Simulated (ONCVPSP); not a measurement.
oxygen (O): from the effect back to the setting (ONCV)

Base potential:

```
Element                 : O (Z = 8)
Generator               : ONCVPSP 4.0.1
Type                    : optimised norm-conserving Vanderbilt (ONCV)
Functional              : Wu-Cohen
Relativity              : scalar-relativistic
Frozen core             : [He]
Valence charge          : 6
Reference configuration : 2s2 2p4
Partial waves           : 2s: rc 0.75 bohr, ncon 4, nbas 8, qcut 7.8 1/bohr, 3 projectors, debl 4 Ha; 2p: rc 1.45 bohr, ncon 3, nbas 6, qcut 9.6 1/bohr, 2 projectors, debl 3.3 Ha; d scattering state at 0.1 Ha: rc 1.35 bohr, ncon 4, nbas 8, qcut 6.2 1/bohr, 2 projectors, debl 2.1 Ha
Local potential         : polynomial inside 0.70 bohr (lpopt 5, dvloc0 3 Ha)
Core correction         : Teter function fitted to the true core (icmod 2), fcfact 0.4
```

Cutoffs, loose and tight: the cutoffs (Ha) at which the residual kinetic energy of the hardest occupied pseudo-wave falls to 1 and 0.1 mHa per electron. They do not see the model core or the augmentation charge, which bear on the density cutoff. Test errors are all-electron minus pseudo excitation energies from the reference, over the configurations 2s2 2p3; 2s2 2p2; 2s2 2p1; 2s2 2p0; variants that change the core or the reference have their own tests. The largest error is taken over the tests solved by every variant that gives reliable tests at all, those not shown here included: 2s2 2p0; 2s2 2p2; 2s2 2p3.

Only the qcut of the p channel is moved (1 further runs of the sweep failed or gave no value and are left out):

| qcut of the p channel (1/bohr) | cutoff, loose | cutoff, tight | bound ghosts | largest test error (meV) | median size of the test errors |
| --- | --- | --- | --- | --- | --- |
| 7.6 | 77 Ha | 272 Ha | s | +3129 | 730.6 meV |
| 10.9 | 77 Ha | 272 Ha | s | +1652 | 368.0 meV |
| 12.9 | 77 Ha | 272 Ha | s | +1467 | 324.6 meV |
| 14.3 | 77 Ha | 272 Ha | s | +1399 | 307.6 meV |

Q: One more run gave cutoff, loose: 77 Ha; cutoff, tight: 272 Ha; bound ghosts: s; largest test error (meV): +2229; median size of the test errors: 508.0 meV. Which value of the qcut of the p channel was used?

A: 9.1 1/bohr. The median size of the test errors moves one way along this sweep, from 730.6 meV at 7.6 to 307.6 meV at 14.3 1/bohr, which places the run between 7.6 and 10.9 1/bohr.
